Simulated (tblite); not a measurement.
Write Cartesian coordinates for `CSC1=CC[Si@H]1C#N` as optimised with GFN2-xTB.

```xyz
15
C5H7NSSi angstrom
C     -1.8327    0.3289    1.7840
S     -1.3961   -1.3267    1.1722
C     -0.0588   -0.8922    0.1355
C      0.6661   -1.6675   -0.6870
C      1.6766   -0.7355   -1.3131
Si     0.9207    0.6862   -0.2617
C     -0.0666    1.9591   -1.2030
N     -0.6927    2.7372   -1.7638
H     -2.7087    0.2111    2.4134
H     -2.0609    0.9775    0.9430
H     -1.0076    0.7317    2.3646
H      0.5789   -2.7219   -0.8845
H      1.5818   -0.6600   -2.3962
H      2.7079   -1.0064   -1.0899
H      1.6876    1.3864    0.7648
```

Any rigid rotation of these coordinates is as good. Atoms count from 1 in this order. The 4-membered ring C3–C4–C5–Si6 has internal angles of 72.7° to 105.0° (sum 360°, against 360° for a flat polygon); it is planar, 0.00 Å rms from its mean plane, widest ring torsion 1°. The C–C distances run from 1.343 Å (C3=C4, drawn double) to 1.511 Å (C4–C5, drawn single), a spread of 0.168 Å. Of the pairs four or more bonds apart, Si6···H10 is among the closest relative to their van der Waals radii: 3.23 Å, 98 % of the sum of Bondi's values. The C–S distances run from 1.747 Å (S2–C3, drawn single) to 1.818 Å (C1–S2, drawn single), a spread of 0.071 Å.

Bonds between heavy atoms (Å): C1–S2 1.818, S2–C3 1.747, C3=C4 1.343, C4–C5 1.511, C5–Si6 1.923, Si6–C7 1.866, C7≡N8 1.145, C3–Si6 1.900.

Computed geometry: GFN2-xTB, gas phase.

Point group: C1 (no symmetry element, even within 0.4 Å). Its GFN2-xTB frequencies are all real (lowest 37 cm⁻¹). The numbers are those of one conformer (C1–S2–C3–C4 -175°).

On one thread of an Intel Xeon 6975P-C, shared host with 192 logical CPUs at a one-minute load of 69, this took 0.5 s. That covers the optimisation of the geometry.
